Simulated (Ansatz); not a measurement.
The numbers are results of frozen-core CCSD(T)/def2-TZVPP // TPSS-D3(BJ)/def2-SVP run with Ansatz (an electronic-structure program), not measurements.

Ansatz 0.2 input:
```yaml
crystal:
  periodic: [false, false, false]
  atoms:
    - { symbol: Zn, position_ang: [0.034308, -0.011573, -0.016941] }
    - { symbol: C, position_ang: [-0.791748, 1.72354, -0.30094] }
    - { symbol: H, position_ang: [-0.170046, 2.356586, -0.959833] }
    - { symbol: H, position_ang: [-0.921554, 2.253663, 0.660484] }
    - { symbol: H, position_ang: [-1.787966, 1.615492, -0.767363] }
    - { symbol: S, position_ang: [0.976593, -1.967944, 0.328132] }
    - { symbol: H, position_ang: [0.554946, -2.442015, -0.873832] }
basis:
  gaussian: { orbitals: def2-TZVPP }
correlation:
  method: ccsd_t
```

Output:

```
Functional definition: HF
1177 factors; integrals over basis functions are off by at most 1.2e-3 eV
mean field evaluation 1: about -60286.7309 eV, gradient 2.9e1 eV
mean field evaluation 2: about -60286.9773 eV, gradient 2.9e1 eV
mean field evaluation 4: about -60289.1577 eV, gradient 6.1e0 eV
mean field evaluation 8: about -60289.2104 eV, gradient 4.1e-1 eV
mean field evaluation 16: about -60286.7309 eV, gradient 2.9e1 eV
mean field -60289.21125634 eV, -2215.5876481753 hartree, gradient 2.0e-6 eV, S^2 0.000000; 0 other end points of the search recorded, 0 dependent functions left out
11 core orbitals not correlated
reference -60289.21125634 eV, -2215.5876481753 hartree; 17, 17 occupied and 165, 165 virtual orbitals, 1177 factors
second order -32.70240830 eV of doubles, -0.00000000 eV of singles
cycle   1  -29.90012152 eV  change     2.8e0 eV  update   1.5e-1
cycle   2  -31.08906868 eV  change    -1.2e0 eV  update   7.6e-2
cycle   3  -31.35458031 eV  change   -2.7e-1 eV  update   2.4e-2
cycle   4  -31.29763420 eV  change    5.7e-2 eV  update   8.4e-3
cycle   5  -31.28132678 eV  change    1.6e-2 eV  update   3.3e-3
cycle   6  -31.28542863 eV  change   -4.1e-3 eV  update   1.2e-3
cycle   7  -31.28549796 eV  change   -6.9e-5 eV  update   5.0e-4
cycle   8  -31.28457097 eV  change    9.3e-4 eV  update   1.6e-4
cycle   9  -31.28470656 eV  change   -1.4e-4 eV  update   4.9e-5
cycle  10  -31.28482563 eV  change   -1.2e-4 eV  update   1.7e-5
cycle  11  -31.28478081 eV  change    4.5e-5 eV  update   8.2e-6
cycle  12  -31.28477364 eV  change    7.2e-6 eV  update   3.0e-6
perturbative correction -0.94365046 eV, -0.0346785147 hartree
Total energy: -60321.43968043 eV, -2216.7720209156 hartree
```

Cost: very roughly 110 core-seconds.
